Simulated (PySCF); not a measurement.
Mo(O)2(F)(NH2) (FH₂MoNO₂), SMILES [NH2][Mo](=[O])(=[O])[F], multiplicity 1. Atoms are numbered in the order given.

```xyz
7

Mo     0.0549    -0.0407     0.0000
O      0.9953    -0.2155     1.3875
O      0.9953    -0.2155    -1.3875
F     -1.3242    -1.2913     0.0000
N     -0.6756     1.7389     0.0000
H     -0.7907     2.3024     0.8414
H     -0.7907     2.3024    -0.8414
```
Charge 0, spin multiplicity 1.

Coordinates come from a B3LYP-D3(BJ)/def2-SVP optimisation. The multiplicity is an assumed one; no other spin state was optimised. The structure was generated by enumeration; whether it is a known compound was not checked. The def2 effective core potentials stand for the cores of Mo; spin–orbit coupling is left out. One conformer was computed; it need not be the lowest.

All values below come from HF/def2-TZVP (PySCF).

Symmetry labels are those of the subgroup Cs that the program uses (full group Cs).

List the valence orbital energies around the gap with their symmetry. (An estimate is asked for; the answer gives what the named calculation found.)


```
orbital  symmetry  energy (eV)
-------  --------  -----------
HOMO−7         A'       -17.77
HOMO−6         A'       -16.50
HOMO−5         A"       -16.44
HOMO−4         A"       -15.12
HOMO−3         A'       -14.97
HOMO−2         A'       -13.98
HOMO−1         A"       -13.53
HOMO           A'       -12.49
LUMO           A'         1.00
LUMO+1         A"         1.12
LUMO+2         A'         1.66
LUMO+3         A'         2.22
```
